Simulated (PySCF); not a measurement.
Species: C6H6FNO.
Numbering: `[F:1][c:2]1[o:3][n:4][cH:5][c:6]1[CH:7]1[CH2:8][CH2:9]1`

Probes without a nucleus sit at each ring's centroid and 1 Å off its mean plane on both sides; NICS is minus the shielding there, NICSzz its component along the normal. Level: GIAO PBE0/pcSseg-1 (PySCF, non-relativistic, gas phase) on the GFN2-xTB geometry, one conformer.

Ring bond lengths (Å), with Mayer bond orders in brackets: C2–O3 1.334 (1.10), O3–N4 1.354 (0.98), N4–C5 1.302 (1.64), C5–C6 1.421 (1.22), C6–C2 1.367 (1.56); C7–C8 1.506 (0.94), C8–C9 1.492 (0.97), C9–C7 1.506 (0.94).

What do the NICS probes read (ppm)?

```
          ring                                                     type  NICS(0)  NICS(1), two faces  NICS(1)zz, two faces  rms pucker (Å)  centre to ring atoms, mean (Å)
C2–O3–N4–C5–C6  5-membered ring with N and O; formal bonds all aromatic    -12.1         -9.9 / -9.9         -22.7 / -22.7            0.00                            1.15
      C7–C8–C9           3-membered carbocycle; formal bonds all single    -42.8         -7.3 / -8.0         -22.6 / -23.5            0.00                            0.87
```

What can be read from them?

- C2–O3–N4–C5–C6: mean NICS(1)zz -22.7 ppm, shielded. The ring is flat and has no four-coordinate atom; by the NICS criterion it is aromatic.
- C7–C8–C9: mean NICS(1)zz -23.1 ppm, shielded. C7, C8, C9 have four or more neighbours, so the value isn't read as a sign of a π ring current. NICS(0) lies 35 ppm below the mean NICS(1).

How equal are the bonds by HOMA? HOMA = 1 − mean of α(R − Ropt)² over the ring bonds, with Krygowski's 1993 parameters (CC: Ropt 1.388 Å, α 257.7 Å⁻²; CN: Ropt 1.334 Å, α 93.52 Å⁻²; CO: Ropt 1.265 Å, α 157.38 Å⁻²; NO: Ropt 1.248 Å, α 57.21 Å⁻²).

- C2–O3–N4–C5–C6: HOMA 0.63; the largest term is that of C2–O3, α(R − Ropt)² = 0.75.

What field does 11.7 T along the ring normal induce along that normal at the first NICS(1) probe listed for ring C2–O3–N4–C5–C6, 1 Å off the ring?

NICSzz × B0 = -22.7 ppm × 11.7 T = -266 μT, against the applied field.

On an Intel Xeon Platinum 8488C with one thread, shared host, this took 32 s of wall time and 0.82 GiB of memory at its peak. This is the whole shielding run at PBE0/pcSseg-1, SCF included.

Conformer computed: `[F:1][c:2]1[o:3][n:4][cH:5][c:6]1[CH:7]1[CH2:8][CH2:9]1`: C5–C6–C7–C8 35°.
